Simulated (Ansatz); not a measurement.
Reaction (redistribution): `C[SiH2]SS` + `CC(O)O[SiH3]` → `O[SiH2]SS` + `CC(C)O[SiH3]`

Program: Ansatz. Geometries: PBE0-D4/def2-TZVP. ΔE: electronic, gas phase. CBS: MP2 limit from def2 TZ/QZ plus the TZ coupled-cluster correction, frozen cores. DFT in def2-TZVPP. Each species was taken in one conformer, which may not be the lowest.

`C[SiH2]SS`:

Cartesian coordinates in Å:
```
C 0.002 -0.949 -1.122
Si 0.879 0.009 0.211
S 0.077 1.991 0.448
S -1.853 1.470 0.962
H 0.108 -0.451 -2.088
H 0.422 -1.955 -1.200
H -1.060 -1.037 -0.888
H 0.791 -0.695 1.517
H 2.309 0.243 -0.132
H -1.675 1.373 2.293
```

`CC(O)O[SiH3]`:

Z-matrix (Å, degrees):
```
C
C 1 1.507
H 1 1.091 2 110.5
H 1 1.091 2 109.2 3 -120.0
H 1 1.091 2 110.1 3 120.3
O 2 1.389 1 107.8 3 -179.7
O 2 1.414 1 111.4 3 61.2
H 2 1.104 1 110.6 3 -59.0
H 6 0.962 2 108.1 1 -175.8
Si 7 1.644 2 124.5 1 -86.8
H 10 1.480 7 106.4 2 -169.0
H 10 1.491 7 110.1 2 -49.1
H 10 1.488 7 112.0 2 71.1
```

`O[SiH2]SS`:

```xyz
8

O    -1.675   -0.588   -0.140
Si   -0.092   -0.837   -0.477
S     1.198   -0.359    1.170
S     0.598    1.615    1.302
H    -1.924    0.313    0.077
H     0.345   -0.005   -1.626
H     0.072   -2.285   -0.737
H     1.478    2.147    0.432
```

`CC(C)O[SiH3]`:

```xyz
15

C    -1.713    0.627   -0.453
C    -0.450    0.095    0.187
C    -0.538   -1.387    0.491
O     0.628    0.347   -0.707
Si    2.174    0.607   -0.226
H    -1.618    1.695   -0.659
H    -2.573    0.474    0.204
H    -1.900    0.110   -1.397
H    -0.272    0.642    1.125
H     0.385   -1.752    0.948
H    -0.709   -1.949   -0.431
H    -1.361   -1.591    1.180
H     2.220    1.670    0.818
H     2.802   -0.617    0.349
H     2.926    1.028   -1.430
```

| species | ωB97M-V energy (Eh) |
| --- | --- |
| `C[SiH2]SS` | -1127.58414 |
| `CC(O)O[SiH3]` | -520.98727 |
| `O[SiH2]SS` | -1163.56288 |
| `CC(C)O[SiH3]` | -485.04869 |

Q: Work out ΔE.

A: ΔE = (-1163.56288) + (-485.04869) − (-1127.58414) − (-520.98727) = -0.04016 Eh = -105.4 kJ/mol. CCSD(T)/CBS gives -111.2 kJ/mol.

Largest T1 diagnostic among the species: 0.012.

From PBE to PBE0 (25 % exact exchange), in def2-TZVPP and without D4, ΔE moves by −3.7 kJ/mol.
